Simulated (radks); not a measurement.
Values are calculated unless marked as measured or tabulated.
Ionisation of the gallium ion Ga2+, [Ar] 3d10 4s1, to Ga3+, [Ar] 3d10, under several functionals. Dirac Kohn-Sham, spin-unpolarised, spherical densities, finite nucleus; a radial shooting solver on a logarithmic mesh with Libxc functionals.

| functional | E(Ga2+) (hartree) | Exc (hartree) | IE (eV) | -e(HOMO) (eV) | <r> HOMO (bohr) | IE error (eV) |
|---|---|---|---|---|---|---|
| LDA (Slater exchange, VWN5 correlation) | -1940.19846 | -72.19778 | 31.598 | 26.471 | 2.062 | +0.872 |
| exchange-only PBE | -1941.62148 | -73.64197 | 30.746 | 25.419 | 2.098 | +0.020 |
| exchange-only LDA | -1937.51359 | -69.46234 | 30.373 | 25.231 | 2.082 | -0.353 |

NIST Atomic Spectra Database: 30.726 eV (measured). Closest: exchange-only PBE. The Delta-SCF values span 1.22 eV, the total energies 4.11 hartree. The highest occupied level is 4s1/2. Spin polarisation and multiplet splitting are left out, so open shells lie too high by an amount that depends on their filling.

Beside tabulated values, note that spin-unpolarised runs miss the spin-polarisation part of the exchange energy of open shells.
